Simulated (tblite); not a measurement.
Compound: C₅H₉F₃N (doublet state).
SMILES with atom numbers: `[CH2:1][NH:2][C:3]([CH3:4])([CH3:5])[C:6]([F:7])([F:8])[F:9]` (hydrogens: H10, H11 on C1; H12 on N2; H13, H14, H15 on C4; H16, H17, H18 on C5)

Structure optimised with GFN2-xTB, isolated species. This method treats the open shell by occupation alone, without spin polarisation.

Some entries are withheld. Bonds in one row agree within 0.01 Å.

```
             coordinate    value
                  C1–N2        ?
                  N2–C3  1.446 Å
           C3–C4, C3–C5        ?
                  C3–C6        ?
    C6–F7, C6–F8, C6–F9  1.342 Å
                 C1–H10  1.070 Å
                 C1–H11  1.071 Å
                 N2–H12  1.012 Å
C4–H13 and 5 like bonds  1.087 Å
               C1–N2–C3        ?
               N2–C3–C4        ?
               N2–C3–C5        ?
               N2–C3–C6        ?
               C4–C3–C5   110.8°
               C4–C3–C6   108.1°
               C3–C6–F7   113.2°
               C3–C6–F8   111.5°
               F7–C6–F8   106.5°
               F7–C6–F9   106.4°
```

Question: Estimate the withheld lengths and angles.

Answer: 
- C1–N2 = 1.391 Å, drawn single (ends: carbon bonded to N and 2 H; nitrogen bonded to 2 C and H); 0.05 Å below the sum of covalent radii, 1.44 Å.
- C3–C4, C3–C5 = 1.530 Å, drawn single (ends: carbon bonded to 3 C and N; carbon bonded to C and 3 H); 0.01 Å above the sum of covalent radii, 1.52 Å.
- C3–C6 = 1.552 Å, drawn single (ends: carbon bonded to 3 C and N; carbon bonded to C and 3 F); 0.03 Å above the sum of covalent radii, 1.52 Å.
- C1–N2–C3 = 121.8°, at the nitrogen bonded to 2 C and H; the outer atoms are 2.479 Å apart.
- N2–C3–C4 = 111.7°, at the carbon bonded to 3 C and N; the outer atoms are 2.463 Å apart.
- N2–C3–C5 = 108.2°, at the carbon bonded to 3 C and N; the outer atoms are 2.412 Å apart.
- N2–C3–C6 = 110.2°, at the carbon bonded to 3 C and N; the outer atoms are 2.460 Å apart.

Radii are Cordero's, carbon taken as 0.76, 0.73 or 0.69 Å for four, three, and two or fewer neighbours.

Its GFN2-xTB frequencies are all real (lowest 50 cm⁻¹). Torsions: H–C1–N2–C3 -41° and 167°, C1–N2–C3–C4 52°. 2 starts were optimised and ended at 0.00 and 0.02 kcal/mol (GFN2-xTB); the lowest of these is shown.

The run took 0.72 s on AMD EPYC 9R45, one thread, no GPU, on a shared host. These figures are those of the optimisation.

One conformer stands for the species.

All values are computed, not measured.
